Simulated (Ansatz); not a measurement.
Cost and result up the ladder for B₃F₃ (6 atoms). The state is a singlet with charge 0. Geometry: PBE0-D4/def2-SVP.

```xyz
6

B     0.853   -0.547    0.381
B    -0.624   -0.119    0.658
B    -0.529    0.609   -0.721
F    -0.183    1.102   -1.856
F    -1.547   -0.295    1.628
F     2.030   -0.749   -0.091
```

Ansatz on 4 threads of Arm Neoverse V1 on a shared host. Times are rough, and most runs start from the orbitals of an earlier one. No level here is sound enough to serve as a yardstick. Binding counts from free atoms at the same level (B doublet, F doublet; other spins of the atoms weren't run), without zero-point energy or a counterpoise term.

HSE06 is defined as in plane-wave codes, on full-range PBE exchange. Correlated methods freeze 6 core orbitals. The structure comes from a short search, and lower isomers may exist.

Run but left out: HF/STO-3G, B2PLYP/def2-TZVP (restricted singlet, unstable in another Hartree–Fock run and untested here).

Correlated methods converge slowly with the basis.

```json
{"level": "PBE-D4/def2-SVP", "functions": "84", "wall time": "0.6 s", "binding energy per atom (eV)": "4.88", "remarks": "restricted SCF unstable in HF"}
{"level": "PBE0-D4/def2-SVP", "functions": "84", "wall time": "0.6 s", "binding energy per atom (eV)": "4.65", "remarks": "restricted SCF unstable in HF"}
{"level": "revPBE-D4/def2-TZVP", "functions": "186", "wall time": "1.1 s", "binding energy per atom (eV)": "4.56", "remarks": "restricted SCF unstable in HF"}
{"level": "PBE-D4/def2-TZVP (with forces)", "functions": "186", "wall time": "1.4 s", "binding energy per atom (eV)": "4.75", "remarks": "restricted SCF unstable in HF"}
{"level": "PBE0-D4/def2-TZVP", "functions": "186", "wall time": "1.6 s", "binding energy per atom (eV)": "4.56", "remarks": "restricted SCF unstable in HF"}
{"level": "HSE06-D4/def2-TZVP", "functions": "186", "wall time": "1.7 s", "binding energy per atom (eV)": "4.56", "remarks": "restricted SCF unstable in HF"}
{"level": "MP2/def2-TZVP", "functions": "186", "wall time": "2 s", "binding energy per atom (eV)": "4.59", "remarks": "restricted SCF unstable"}
{"level": "r2SCAN-D4/def2-TZVP", "functions": "186", "wall time": "2.4 s", "binding energy per atom (eV)": "4.60", "remarks": "restricted SCF unstable in HF"}
{"level": "CCSD(T)/def2-TZVPP", "functions": "186", "wall time": "56 s", "binding energy per atom (eV)": "4.32", "remarks": "restricted SCF unstable"}
```
